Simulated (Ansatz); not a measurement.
`[O]=[W]([OH])([OH])([Cl])[Cl]` and `[O]=[W]([OH])([F])([Cl])[Cl]` differ in one atom or group.

Ansatz, PBE0-D4/def2-TZVP geometries, multiplicity 1. Each molecule was computed in one conformer, which needn't be the lowest.

Elements past krypton have def2 core potentials.

```json
{"property": "LUMO energy (B3LYP/def2-TZVPP) / eV", "`[O]=[W]([OH])([OH])([Cl])[Cl]`": "-3.59"}
{"property": "size of the dipole moment (PBE/def2-TZVPP) / D", "`[O]=[W]([OH])([OH])([Cl])[Cl]`": "2.40"}
{"property": "HOMO–LUMO gap (PBE0/def2-TZVPP) / eV", "`[O]=[W]([OH])([OH])([Cl])[Cl]`": "5.51"}
{"property": "HOMO–LUMO gap (ωB97M-V/def2-TZVPP) / eV", "`[O]=[W]([OH])([OH])([Cl])[Cl]`": "9.93"}
{"property": "HOMO energy (PBE/def2-TZVPP) / eV", "`[O]=[W]([OH])([OH])([Cl])[Cl]`": "-7.41"}
{"property": "size of the dipole moment (B3LYP/def2-TZVPP) / D", "`[O]=[W]([OH])([OH])([Cl])[Cl]`": "2.53"}
```

(1) Give the same properties after the change, and the shifts. (Estimate.)

Results:

(1) The calculation gave: 
```
                                        property  `[O]=[W]([OH])([F])([Cl])[Cl]`  shift
             LUMO energy (B3LYP/def2-TZVPP) / eV                           -4.47  -0.88
  size of the dipole moment (PBE/def2-TZVPP) / D                            1.96  -0.44
            HOMO–LUMO gap (PBE0/def2-TZVPP) / eV                            4.94  -0.57
         HOMO–LUMO gap (ωB97M-V/def2-TZVPP) / eV                            9.25  -0.68
               HOMO energy (PBE/def2-TZVPP) / eV                           -7.80  -0.39
size of the dipole moment (B3LYP/def2-TZVPP) / D                            1.99  -0.54
```

With PBE0 the HOMO falls by 0.32 eV and the LUMO falls by 0.89 eV, so the gap narrows by about 0.57 eV. PBE moves the HOMO by -0.39 eV and ωB97M-V by -0.22 eV. Dipoles are sizes alone; their direction can turn.

B3LYP here is the variant with VWN-RPA as its local correlation; programs differ in this.
